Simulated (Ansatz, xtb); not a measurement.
**Relative energy of two structures of C5H11N2+**

Structure X is `[H]/N=C/C/[N+](C)=C\C`, a singlet and structure Y is a singlet given by its coordinates. Both are isolated ions in the gas phase, relaxed with B3LYP-D3(BJ)/def2-SVP; the shapes shown needn't be the lowest conformers.

X (Å):

```yaml
atoms:
  - { symbol: C, position_ang: [-1.3384, -1.1588, 0.9018] }
  - { symbol: C, position_ang: [-0.0550, -0.7306, 0.3176] }
  - { symbol: C, position_ang: [2.0746, -0.9066, -0.7953] }
  - { symbol: C, position_ang: [0.6981, -2.9290, -0.3648] }
  - { symbol: C, position_ang: [-0.2146, -3.2078, -1.5491] }
  - { symbol: N, position_ang: [0.8712, -1.4821, -0.1759] }
  - { symbol: N, position_ang: [-0.8683, -2.2663, -2.0796] }
  - { symbol: H, position_ang: [-2.1445, -0.7320, 0.2795] }
  - { symbol: H, position_ang: [-1.4783, -2.2430, 0.9629] }
  - { symbol: H, position_ang: [-1.4445, -0.7037, 1.9011] }
  - { symbol: H, position_ang: [0.1593, 0.3449, 0.3073] }
  - { symbol: H, position_ang: [2.0837, 0.1807, -0.6569] }
  - { symbol: H, position_ang: [2.9679, -1.3496, -0.3337] }
  - { symbol: H, position_ang: [2.0587, -1.1412, -1.8696] }
  - { symbol: H, position_ang: [1.6882, -3.3780, -0.5268] }
  - { symbol: H, position_ang: [0.2880, -3.3869, 0.5485] }
  - { symbol: H, position_ang: [-0.2440, -4.2671, -1.8607] }
  - { symbol: H, position_ang: [-1.4503, -2.5856, -2.8609] }
```

Y (Å):

```
atom    x (Å)    y (Å)    z (Å)
   C  -1.2413  -0.8206  -0.9782
   C  -0.5683   1.0297   0.4638
   C   0.4487  -1.2185   0.6362
   C   1.5880  -1.0858  -0.3941
   C   1.0850  -1.0487  -1.7902
   N  -0.7002  -0.4098   0.2511
   N  -0.1650  -0.9207  -2.0657
   H  -1.9939  -0.1168  -1.3575
   H  -1.6820  -1.8313  -0.9338
   H  -1.5316   1.5211   0.2677
   H  -0.3104   1.2138   1.5160
   H   0.2021   1.5142  -0.1700
   H   0.1349  -2.2727   0.7065
   H   0.7989  -0.9208   1.6331
   H   2.1758  -0.1561  -0.2555
   H   2.3360  -1.8947  -0.3196
   H   1.7868  -1.1226  -2.6316
   H  -0.4632  -0.9234  -3.0451
```

Close contacts (Å): C1–N6 1.40, C1–N7 1.53, C2–N6 1.46, C3–C4 1.54, C3–N6 1.46, C4–C5 1.48, C5–N7 1.29, C1–H8 1.10, C1–H9 1.10, C2–H10 1.10, C2–H11 1.10, C2–H12 1.11, C3–H13 1.10, C3–H14 1.10, C4–H15 1.11, C4–H16 1.10, C5–H17 1.10, N7–H18 1.02.

Quicker runs give these differences E(Y) − E(X): GFN2-xTB −0.771 eV; HF/STO-3G −1.314 eV (at GFN2-xTB geometries); r2SCAN-D4/def2-SVP −0.263 eV (at GFN2-xTB geometries).

**Question.** Estimate E(Y) − E(X) at the level CCSD(T)/def2-SVP + ΔMP2/def2-TZVPP.

**Answer.** Too close to call at this level: CCSD(T)/def2-SVP + ΔMP2/def2-TZVPP gives E(Y) − E(X) = −0.075 eV.

Level by level:

```json
{"level": "GFN2-xTB", "geometry": "GFN2-xTB", "E(Y) − E(X) (eV)": "−0.771", "departure from the last row (eV)": "−0.696", "job, with rough time for the two": "optimisation, 0.39 s"}
{"level": "HF/STO-3G", "geometry": "GFN2-xTB", "E(Y) − E(X) (eV)": "−1.314", "departure from the last row (eV)": "−1.239", "job, with rough time for the two": "single point, 0.4 s"}
{"level": "r2SCAN-D4/def2-SVP", "geometry": "GFN2-xTB", "E(Y) − E(X) (eV)": "−0.263", "departure from the last row (eV)": "−0.188", "job, with rough time for the two": "single point, 4.3 s"}
{"level": "B3LYP-D3(BJ)/def2-SVP", "geometry": "B3LYP-D3(BJ)/def2-SVP", "E(Y) − E(X) (eV)": "−0.183", "departure from the last row (eV)": "−0.109", "job, with rough time for the two": "optimisation, 56 s"}
{"level": "HF/def2-SVP", "geometry": "B3LYP-D3(BJ)/def2-SVP", "E(Y) − E(X) (eV)": "−0.160", "departure from the last row (eV)": "−0.085", "job, with rough time for the two": "part of the CCSD(T) run"}
{"level": "MP2/def2-SVP", "geometry": "B3LYP-D3(BJ)/def2-SVP", "E(Y) − E(X) (eV)": "−0.146", "departure from the last row (eV)": "−0.071", "job, with rough time for the two": "part of the CCSD(T) run"}
{"level": "CCSD(T)/def2-SVP", "geometry": "B3LYP-D3(BJ)/def2-SVP", "E(Y) − E(X) (eV)": "−0.088", "departure from the last row (eV)": "−0.013", "job, with rough time for the two": "single point"}
{"level": "CCSD(T)/def2-SVP + ΔMP2/def2-TZVPP", "geometry": "B3LYP-D3(BJ)/def2-SVP", "E(Y) − E(X) (eV)": "−0.075", "departure from the last row (eV)": "", "job, with rough time for the two": "single point, 96 s"}
```

The largest departure from CCSD(T)/def2-SVP + ΔMP2/def2-TZVPP is that of HF/STO-3G, 1.239 eV. The last row adds to CCSD(T) the change of the MP2 difference between the two basis sets, here +0.013 eV.

With thermal terms from frequencies at re-optimised GFN2-xTB minima (ideal gas, soft modes damped towards free rotors, one conformer each, 298.15 K, 1 atm): on the last row, ΔE + ΔZPE = +0.009, ΔH = −0.036, ΔG = +0.070 eV.

The correlated steps freeze 7 core orbitals. Run with Ansatz 0.2.0, xtb 6.7.1; the last row on 4 threads of Arm Neoverse V1 on a shared host.
